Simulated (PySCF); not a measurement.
Compound: CH9InN2.
Structure used (PBE0-D3(BJ)/def2-SVP), in Å, numbered top down from 1:
```xyz
13
CH9InN2 angstrom
C      1.956    0.400    0.047
N      0.765   -0.232    0.569
In    -0.649   -1.178   -0.675
N     -1.955    0.607    0.189
H      1.717    0.965   -0.871
H      2.384    1.134    0.759
H      2.783   -0.289   -0.224
H      0.994   -0.768    1.404
H     -1.421   -2.566    0.018
H     -0.516   -0.761   -2.351
H     -1.116    0.857    0.738
H     -2.740    0.430    0.813
H     -2.196    1.384   -0.425
```

The calculation used PySCF 2.14.0, PBE0-D3(BJ)/def2-SVP geometry optimisation, gas phase, def2 core potentials past Kr.

Task: Which atoms are bound to In3, and at what distances?

Result: 4 atoms: H10 1.732 Å, H9 1.732 Å, N2 2.109 Å, N4 2.375 Å. The nearest atom not counted as bound is H11, at 2.52 Å.

Task: List the angles at In3.

Result: 
| angle | degrees | distance of the outer atoms (Å) |
| --- | --- | --- |
| H9–In3–H10 | 127.9 | 3.11 |
| N2–In3–H9 | 115.0 | 3.24 |
| N2–In3–H10 | 114.3 | 3.23 |
| N4–In3–H10 | 102.3 | 3.22 |
| N4–In3–H9 | 102.2 | 3.22 |
| N2–In3–N4 | 79.4 | 2.87 |

Task: Describe the arrangement about In3 in numbers.

Result: Angles from 79.4° to 127.9°; τ4 = (360° − α − β)/141° = 0.83 with α and β the two widest (0 for a square, 1 for a tetrahedron). The In–N distances aren't all alike: 2.109 to 2.375 Å.

Task: What are the other bond lengths?

Result: C1–N2 1.445 Å; C1–H5, C1–H6, C1–H7 1.107 Å; N2–H8 1.018 Å; N4–H11 1.033 Å; N4–H12, N4–H13 1.018 Å.

Task: Give some angles away from the centre.

Result: C1–N2–In3 122.4°.

Task: What are the rotational constants (commonest isotopes, rigid rotor)?

Result: A = 4753, B = 2574, C = 1857 MHz: an asymmetric top.

Point group: C1 (no symmetry element, even within 0.4 Å). Charge 0, singlet. Not checked by PBE0-D3(BJ)/def2-SVP frequencies.

One conformer stands for the species.
